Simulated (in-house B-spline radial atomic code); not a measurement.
## Solving the quasi-particle equation for 2p up of F III (F2+)

Configuration [He] 2s2 2p3, highest spin, start r2SCAN; correlation leaves out the 2 deepest shells. Computed with an all-electron radial atomic-structure program (B-spline basis): all electrons, non-relativistic, point nucleus, each spin shell either full or empty, empty states to l = 9 with an (l + 1/2)⁻⁴ tail; G0W0 by contour deformation at full frequency.

At the mean-field level ε = -52.815 eV the matrix elements are Σx = -40.991 eV, v_xc = -29.905 eV and Σc(ε) = 0.347 eV, and the slope of the correlation self-energy is dΣc/dω = -0.0317. The quasi-particle energy solves E = ε + Σx − v_xc + Σc(E).

Task: What does the linearised equation give?

Result: Z = 1/(1 − dΣc/dω) = 1/1.0317 = 0.9693. The first-order shift is Σx − v_xc + Σc(ε) = -40.991 − (-29.905) + (0.347) = -10.739 eV, so E ≈ ε + Z × shift = -52.815 + 0.9693 × (-10.739) = -63.224 eV.

Task: How does that compare with the full solution and with static screening?

Result: Solving the equation at full frequency dependence gives E = -63.170 eV, where Σc = 0.730 eV and the weight is 0.958; the linearised value is off by 54 meV. Leaving Z out would give -63.554 eV. Static COHSEX puts -1.395 eV in place of Σc and gives -65.296 eV, 2.13 eV deeper.
